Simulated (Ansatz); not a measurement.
`N=CC(=N)O[SiH3]`. The species carries charge 0 and has multiplicity 1.

```xyz
12

N     0.118   -2.591   -1.231
C     0.072   -1.845   -0.217
C     0.027   -0.348   -0.210
N     0.060    0.444   -1.193
O    -0.057    0.135    1.033
Si   -0.118    1.814    1.227
H     0.120   -2.048   -2.098
H     0.061   -2.301    0.775
H     0.127   -0.032   -2.088
H    -0.204    1.955    2.699
H    -1.326    2.373    0.583
H     1.120    2.446    0.720
```

Question: Give the diagnostics of a CCSD(T)/def2-TZVPP run (frozen core, Ansatz). (Best estimate.)

Answer: The calculation gave: T1 = 0.0140, largest single amplitude 0.030, largest double 0.063, (T) share of the correlation energy 4.3 %, 9 CCSD cycles. The RHF solution is unstable towards an unrestricted one. T1 lies under the customary mark of 0.02 for closed shells.
